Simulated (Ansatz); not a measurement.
C₂H₆OSn (`C[C](=O)[SnH3]`). Charge 0, multiplicity 1. Sn takes the def2 core potential. Geometry: relaxed with PBE0-D4/def2-TZVP.

```xyz
10

C    -0.589   -1.186    0.880
C     0.369   -0.035    0.773
O     1.109    0.283    1.662
Sn    0.398    1.115   -1.130
H    -1.610   -0.825    0.721
H    -0.382   -1.907    0.083
H    -0.508   -1.669    1.856
H     1.560    2.349   -0.975
H    -1.144    1.790   -1.435
H     0.796    0.086   -2.436
```

Problem. What is the dipole moment at PBE/def2-TZVPP? (An estimate is asked.)

Solution. Ansatz gave: 2.18 D, with components (-1.56, -1.26, -0.87) D in this frame, pointing from negative to positive charge.

Problem. And with r2SCAN, B3LYP, ωB97M-V? (Best estimate.)

Solution. Computed: r2SCAN 2.28 D, B3LYP 2.31 D, ωB97M-V 2.33 D.

Problem. Give the Mulliken charges with PBE, ωB97M-V, r2SCAN in def2-TZVPP. (Best estimate.)

Solution. Ansatz gave: 
```tsv
atom	PBE	ωB97M-V	r2SCAN
C1	-0.20	-0.27	-0.12
C2	0.00	0.02	0.07
O3	-0.19	-0.25	-0.27
Sn4	0.43	0.39	0.47
H5	0.10	0.12	0.07
H6	0.10	0.12	0.07
H7	0.09	0.11	0.07
H8	-0.10	-0.07	-0.11
H9	-0.11	-0.09	-0.12
H10	-0.11	-0.09	-0.12
```

B3LYP here is the variant with VWN-RPA as its local correlation; programs differ in this.
